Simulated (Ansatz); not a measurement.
Sn6. Total charge 0; singlet. Geometry PBE-D4/def2-SVP; atoms count from 1.

Cartesian coordinates in Å:
```
Sn -0.010 1.493 -0.846
Sn 2.333 -0.217 -0.411
Sn -0.464 -1.152 -2.029
Sn 0.009 -1.493 0.845
Sn 0.465 1.152 2.029
Sn -2.333 0.218 0.411
```

In the def2 sets Sn takes a core potential; there is no spin–orbit coupling.

(1) Estimate the Mulliken populations from the PBE0/def2-TZVP orbitals of Ansatz.

(2) And the Mayer bond orders between bonded heavy atoms (over 0.3)?

Results:

(1) 
| atom | charge (e) |
| --- | --- |
| Sn1 | -0.08 |
| Sn2 | 0.04 |
| Sn3 | 0.04 |
| Sn4 | -0.08 |
| Sn5 | 0.04 |
| Sn6 | 0.04 |
Mulliken values and Mayer orders depend strongly on the basis.

(2) Sn1–Sn2 0.67 (2.93 Å); Sn1–Sn3 0.67 (2.93 Å); Sn1–Sn5 0.67 (2.93 Å); Sn1–Sn6 0.67 (2.93 Å); Sn2–Sn3 0.48 (3.36 Å); Sn2–Sn4 0.67 (2.93 Å); Sn2–Sn5 0.48 (3.36 Å); Sn3–Sn4 0.67 (2.93 Å); Sn3–Sn6 0.48 (3.36 Å); Sn4–Sn5 0.67 (2.93 Å); Sn4–Sn6 0.67 (2.93 Å); Sn5–Sn6 0.48 (3.36 Å). Values over 0.3 also appear between atoms too far apart for a bond (Sn1–Sn4 0.46 at 3.43 Å; Sn2–Sn6 0.38 at 4.76 Å; Sn3–Sn5 0.38 at 4.76 Å); they arise where an orbital or an unpaired electron spreads over both atoms.
